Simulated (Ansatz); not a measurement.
Basis-set series for C$_{3}$H$_{9}$ISn (`[CH3][Sn]([CH3])([CH3])[I]`). The species carries charge 0 and has multiplicity 1. Sn, I takes the def2 core potential. The geometry is a stationary point of PBE0-D4/def2-TZVP.

| functional | basis | functions | energy (Eh) | HOMO (eV) | LUMO (eV) |
| --- | --- | --- | --- | --- | --- |
| PBE0-D4 | def2-SVP | 139 | -631.57480 | -6.99 | -0.29 |
| PBE0-D4 | def2-TZVPP | 319 | -631.73065 | -7.10 | -0.45 |
| ωB97M-V | def2-SVP | 139 | -631.53896 | -9.10 | 1.60 |
| ωB97M-V | def2-TZVPP | 319 | -631.70586 | -9.23 | 1.36 |

**Question.** Give the rows for def2-QZVPP. (Estimate.)

**Answer.** The calculation gave: 
| functional | basis | functions | energy (Eh) | HOMO (eV) | LUMO (eV) |
| --- | --- | --- | --- | --- | --- |
| PBE0-D4 | def2-QZVPP | 605 | -631.74115 | -7.11 | -0.51 |
| ωB97M-V | def2-QZVPP | 605 | -631.71638 | -9.24 | 1.03 |

Positive LUMOs are unbound and depend on the basis.

Computed with Ansatz.
